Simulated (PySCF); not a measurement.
Al²⁺ (aluminium, charge +2) across methods

[Ne] 3s1, 2S determinant. All numbers are calculated (PySCF 2.14, the spin-free X2C one-electron Hamiltonian (Gaussian nucleus), in x2c-QZVPPall with one added diffuse shell each of s, p, d, f type (10s7p5d3f1g, 86 functions)).

```json
{"method": "PBE", "E (hartree)": "-241.7644", "mean ε 2p α (eV)": "-90.278", "mean ε 2p β (eV)": "-90.028", "mean ε 3s α (eV)": "-24.482", "Σ⟨r²⟩ (bohr²)": "9.217", "⟨S²⟩": "0.750"}
{"method": "UHF", "E (hartree)": "-241.46672", "mean ε 2p α (eV)": "-107.98", "mean ε 2p β (eV)": "-107.69", "mean ε 3s α (eV)": "-28.110", "Σ⟨r²⟩ (bohr²)": "9.333", "⟨S²⟩": "0.750"}
{"method": "BHandHLYP", "E (hartree)": "-241.9115", "mean ε 2p α (eV)": "-99.681", "mean ε 2p β (eV)": "-99.442", "mean ε 3s α (eV)": "-26.489", "Σ⟨r²⟩ (bohr²)": "9.186", "⟨S²⟩": "0.750"}
{"method": "wB97X-V", "E (hartree)": "-241.8616", "mean ε 2p α (eV)": "-97.006", "mean ε 2p β (eV)": "-96.812", "mean ε 3s α (eV)": "-27.686", "Σ⟨r²⟩ (bohr²)": "9.276", "⟨S²⟩": "0.750"}
{"method": "r2SCAN", "E (hartree)": "-241.8751", "mean ε 2p α (eV)": "-91.951", "mean ε 2p β (eV)": "-91.742", "mean ε 3s α (eV)": "-24.698", "Σ⟨r²⟩ (bohr²)": "9.221", "⟨S²⟩": "0.750"}
{"method": "HSE06", "E (hartree)": "-241.8025", "mean ε 2p α (eV)": "-94.556", "mean ε 2p β (eV)": "-94.297", "mean ε 3s α (eV)": "-25.123", "Σ⟨r²⟩ (bohr²)": "9.213", "⟨S²⟩": "0.750"}
{"method": "LDA", "E (hartree)": "-240.8377", "mean ε 2p α (eV)": "-90.386", "mean ε 2p β (eV)": "-90.155", "mean ε 3s α (eV)": "-24.588", "Σ⟨r²⟩ (bohr²)": "9.186", "⟨S²⟩": "0.750"}
{"method": "CAM-B3LYP", "E (hartree)": "-241.9012", "mean ε 2p α (eV)": "-96.218", "mean ε 2p β (eV)": "-95.998", "mean ε 3s α (eV)": "-26.961", "Σ⟨r²⟩ (bohr²)": "9.176", "⟨S²⟩": "0.750"}
```

Problem. Estimate the same row for PBE0.

Solution. E (hartree) = -241.7867; mean ε 2p α (eV) = -95.006; mean ε 2p β (eV) = -94.752; mean ε 3s α (eV) = -25.501; Σ⟨r²⟩ (bohr²) = 9.224; ⟨S²⟩ = 0.750.
